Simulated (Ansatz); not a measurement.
`C=[N][Ga]([Cl])[Cl]`, relaxed with RKS PBE0-D4/def2-TZVP in Ansatz 0.2.0 from a GFN2-xTB geometry. The force threshold is 0.005 eV/Å; the program also tests the step.

The species carries charge 0 and has multiplicity 1.

Start:

```xyz
7

C     0.659   -1.166    0.596
N     0.956   -0.123   -0.032
Ga   -0.424    1.111   -0.589
Cl    0.136    2.823   -1.630
Cl   -2.435    0.672   -0.123
H     1.464   -1.839    0.896
H    -0.356   -1.478    0.881
```

Problem. By how much does the energy fall, and how many steps does the optimiser take? (An estimate is asked.)

Solution. Computed: 1.80 kcal/mol, in 9 steps, 2 of them rejected.

Problem. Which bonds change most? (Best estimate.)

Solution. Computed: N2–Ga3 from 1.933 to 1.861 Å; Ga3–Cl4 from 2.081 to 2.116 Å; Ga3–Cl5 from 2.111 to 2.139 Å; C1–N2 from 1.254 to 1.263 Å.

Problem. Give the relaxed structure. (Best estimate.)

Solution. The calculation gave: 
```xyz
7

C     0.648   -1.150    0.588
N     0.992   -0.111   -0.042
Ga   -0.356    1.060   -0.568
Cl    0.080    2.836   -1.631
Cl   -2.405    0.648   -0.113
H     1.423   -1.857    0.910
H    -0.383   -1.427    0.856
```
